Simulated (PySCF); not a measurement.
Isomers of C5H10F3OP, mass 174.042 u with the commonest isotopes. Method: PBE0/pcSseg-1 in PySCF (dipole) on a GFN2-xTB geometry, gas phase. One conformer each, none proved a minimum here; rigid rotors.

Question: Order these by radius of gyration √(Σ m r²/M), smallest first.
A. `[CH3:1][CH:2]([CH3:3])[P@@:4]([CH3:5])(=[O:6])[C:7]([F:8])([F:9])[F:10]` with C1–C2–P4–C5 171°
B. `[CH3:1][CH2:2][CH2:3][P@:4]([CH3:5])(=[O:6])[C:7]([F:8])([F:9])[F:10]` with C1–C2–C3–P4 -173°, C2–C3–P4–C5 175°
C. `[CH3:1][CH2:2][P@@H:3](=[O:4])[CH2:5][CH2:6][C:7]([F:8])([F:9])[F:10]` with C1–C2–P3–O4 61°, C2–P3–C5–C6 -161°, P3–C5–C6–C7 -73°
D. `[CH3:1][CH2:2][P@@:3]([CH3:4])(=[O:5])[CH2:6][C:7]([F:8])([F:9])[F:10]` with C1–C2–P3–C4 -73°, C2–P3–C6–C7 39°
E. `[CH3:1][P:2]([CH3:3])(=[O:4])[CH2:5][CH2:6][C:7]([F:8])([F:9])[F:10]` with C1–P2–C5–C6 103°, P2–C5–C6–C7 -84°

Answer: A (2.063 Å), B (2.191 Å), D (2.213 Å), E (2.266 Å), C (2.409 Å).

Question: Order these by rotational constant A, largest first.
A. `[CH3:1][P:2]([CH3:3])(=[O:4])[CH2:5][CH2:6][C:7]([F:8])([F:9])[F:10]` with C1–P2–C5–C6 103°, P2–C5–C6–C7 -84°
B. `[CH3:1][CH:2]([CH3:3])[P@@:4]([CH3:5])(=[O:6])[C:7]([F:8])([F:9])[F:10]` with C1–C2–P4–C5 171°
C. `[CH3:1][CH2:2][CH2:3][P@:4]([CH3:5])(=[O:6])[C:7]([F:8])([F:9])[F:10]` with C1–C2–C3–P4 -173°, C2–C3–P4–C5 175°
D. `[CH3:1][CH2:2][P@@H:3](=[O:4])[CH2:5][CH2:6][C:7]([F:8])([F:9])[F:10]` with C1–C2–P3–O4 61°, C2–P3–C5–C6 -161°, P3–C5–C6–C7 -73°
E. `[CH3:1][O:2][CH2:3][CH2:4][P:5]([CH3:6])[C:7]([F:8])([F:9])[F:10]` with C1–O2–C3–C4 80°, O2–C3–C4–P5 26°, C3–C4–P5–C6 72°
F. `[CH3:1][CH2:2][P@@:3]([CH3:4])(=[O:5])[CH2:6][C:7]([F:8])([F:9])[F:10]` with C1–C2–P3–C4 -73°, C2–P3–C6–C7 39°

Answer: D (2694 MHz), A (2187 MHz), E (2081 MHz), F (1795 MHz), B (1583 MHz), C (1513 MHz).

Question: Order these by rotational constant C, largest first.
A. `[CH3:1][CH2:2][P@@H:3](=[O:4])[CH2:5][CH2:6][C:7]([F:8])([F:9])[F:10]` with C1–C2–P3–O4 61°, C2–P3–C5–C6 -161°, P3–C5–C6–C7 -73°
B. `[CH3:1][CH:2]([CH3:3])[P@@:4]([CH3:5])(=[O:6])[C:7]([F:8])([F:9])[F:10]` with C1–C2–P4–C5 171°
C. `[CH3:1][P:2]([CH3:3])(=[O:4])[CH2:5][CH2:6][C:7]([F:8])([F:9])[F:10]` with C1–P2–C5–C6 103°, P2–C5–C6–C7 -84°
D. `[CH3:1][CH2:2][P@@:3]([CH3:4])(=[O:5])[CH2:6][C:7]([F:8])([F:9])[F:10]` with C1–C2–P3–C4 -73°, C2–P3–C6–C7 39°
E. `[CH3:1][CH2:2][CH2:3][P@:4]([CH3:5])(=[O:6])[C:7]([F:8])([F:9])[F:10]` with C1–C2–C3–P4 -173°, C2–C3–P4–C5 175°

Answer: B (808.2 MHz), E (699.6 MHz), D (680.8 MHz), C (643.9 MHz), A (542.5 MHz).

| SMILES | point group | Ia (u·Å²) | Ib (u·Å²) | Ic (u·Å²) | κ | μa (D) | μb (D) | μc (D) |
| --- | --- | --- | --- | --- | --- | --- | --- | --- |
| CC[P@@H](=O)CCC(F)(F)F | C1 | 187.60 | 900.46 | 931.50 | -0.98 | 1.70 | 3.99 | 0.27 |
| CCC[P@](C)(=O)C(F)(F)F | C1 | 333.92 | 614.20 | 722.36 | -0.70 | 1.59 | 0.72 | 3.67 |
| CP(C)(=O)CCC(F)(F)F | C1 | 231.06 | 770.59 | 784.91 | -0.98 | 2.06 | 1.06 | 3.74 |
| COCCP(C)C(F)(F)F | C1 | 242.84 | 763.10 | 793.83 | -0.96 | 2.90 | 0.01 | 1.22 |
| CC[P@@](C)(=O)CC(F)(F)F | C1 | 281.54 | 681.22 | 742.36 | -0.89 | 0.40 | 0.72 | 1.94 |
| CC(C)[P@@](C)(=O)C(F)(F)F | C1 | 319.24 | 536.79 | 625.28 | -0.66 | 2.16 | 0.26 | 3.55 |
